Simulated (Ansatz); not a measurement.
A made-up structure of CH₃SZn (charge +1), closed shell:

```xyz
6
angstrom
S -1.4717 -0.6701 -0.4145
C 0.0709 -0.2051 -0.3180
Zn 0.7914 1.0018 1.1358
H -1.4769 -1.4533 -1.5269
H 0.7409 -0.5780 -1.0942
H -2.2951 -0.5581 0.6621
```

It is relaxed with PBE-D4/def2-SVP and then PBE0-D4/def2-TZVP (Ansatz 0.2.0). Atoms count as bonded within 1.22 times the sum of their covalent radii (H–H: 0.88 Å). The end point is not checked to be a true minimum.

Problem. Does its bonding change? (A judgement: the text doesn't fix the answer.)

Solution. By the calculation: No: no bond forms or breaks.

Where it ends: The first stage lowers the energy by 2.32 eV in 20 steps. It ends as CH₃SZn ([SH2][CH][Zn]), total charge +1:
```csv
atom,x (Å),y (Å),z (Å)
S1,-1.5643,-0.3045,-0.2775
C2,0.0823,-0.3675,0.1980
Zn3,0.9065,1.3649,0.3353
H4,-1.7556,-0.6832,-1.5760
H5,0.7171,-0.9857,-0.4397
H6,-2.0265,-1.4867,0.2041
```

Labels in which every atom is bracketed show which atoms are joined, not bond orders.

For scale, one of the runs: PBE0-D4/def2-TZVP relaxation, 134 basis functions, launched by `ansatz run in.yaml --threads 2 --pin off --events-out ev --progress --plain --max-ram 4352MiB`. Hardware: 2 CPU threads of an Intel Xeon 6975P-C, shared host. Wall time about 20 s.
